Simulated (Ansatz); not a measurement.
Start from `N[Si@@H]1[SiH2][C@H]1[SiH3]` and change one atom or group to get `N[Si@@H]1[SiH2][C@H]1F`.

Ansatz, PBE0-D4/def2-TZVP geometries, multiplicity 1. Each molecule was computed in one conformer, which needn't be the lowest.

| property | `N[Si@@H]1[SiH2][C@H]1[SiH3]` |
| --- | --- |
| HOMO–LUMO gap (PBE/def2-TZVPP) / eV | 4.33 |
| size of the dipole moment (ωB97M-V/def2-TZVPP) / D | 2.37 |
| LUMO energy (PBE/def2-TZVPP) / eV | -1.13 |
| HOMO–LUMO gap (B3LYP/def2-TZVPP) / eV | 5.86 |
| HOMO energy (ωB97M-V/def2-TZVPP) / eV | -8.52 |
| size of the dipole moment (B3LYP/def2-TZVPP) / D | 2.34 |

(1) What does the change do to each property? (Estimate.)

Answers

(1) The calculation gave: 
```csv
property,`N[Si@@H]1[SiH2][C@H]1F`,shift
HOMO–LUMO gap (PBE/def2-TZVPP) / eV,3.23,-1.10
size of the dipole moment (ωB97M-V/def2-TZVPP) / D,3.88,1.51
LUMO energy (PBE/def2-TZVPP) / eV,-1.84,-0.71
HOMO–LUMO gap (B3LYP/def2-TZVPP) / eV,4.72,-1.14
HOMO energy (ωB97M-V/def2-TZVPP) / eV,-8.12,0.40
size of the dipole moment (B3LYP/def2-TZVPP) / D,3.86,1.52
```

With PBE0 the HOMO rises by 0.40 eV and the LUMO falls by 0.74 eV, so the gap narrows by about 1.14 eV. PBE moves the HOMO by 0.39 eV and ωB97M-V by 0.40 eV. Dipoles are sizes alone; their direction can turn.

B3LYP here is the variant with VWN-RPA as its local correlation; programs differ in this.
